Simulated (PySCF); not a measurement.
Mo(O)(S)(Cl)(SH) (ClHMoOS2), SMILES [O]=[Mo](=[S])([Cl])[SH], multiplicity 1.

The structure is a stationary point at PBE-D3(BJ)/def2-SVP. The spin state was assumed, not searched. The structure was generated by enumeration; whether it is a known compound was not checked. The def2 effective core potentials stand for the cores of Mo; spin–orbit coupling is left out. The values are those of a single conformer.

Level of theory: PBE-D3(BJ)/def2-SVP in PySCF.

Frequencies are harmonic and unscaled.

Q: List the normal modes with their intensities. (An estimate is asked for; the answer gives what the named calculation found.)

A: 
| mode | ν (cm⁻¹) | IR (km/mol) | moving atoms (share of kinetic energy) |
|---|---|---|---|
| 1 | 115 | 0.3 | S 42 %, Cl 39 %, Mo 14 % |
| 2 | 141 | 0.5 | S 49 %, Cl 33 %, Mo 13 % |
| 3 | 144 | 0.6 | S 63 %, Mo 23 % |
| 4 | 193 | 2.9 | O 65 %, S 13 %, Cl 10 % |
| 5 | 253 | 1.4 | O 60 %, S 23 % |
| 6 | 306 | 24.6 | H 82 %, O 11 % |
| 7 | 387 | 8.5 | S 54 %, Cl 23 %, Mo 17 % |
| 8 | 418 | 55.2 | Cl 43 %, Mo 37 %, S 16 % |
| 9 | 546 | 37.9 | S 52 %, H 26 %, Mo 21 % |
| 10 | 579 | 17.1 | H 67 %, S 22 %, Mo 10 % |
| 11 | 1001 | 103.1 | O 85 %, Mo 15 % |
| 12 | 2598 | 9.7 | H 97 % |
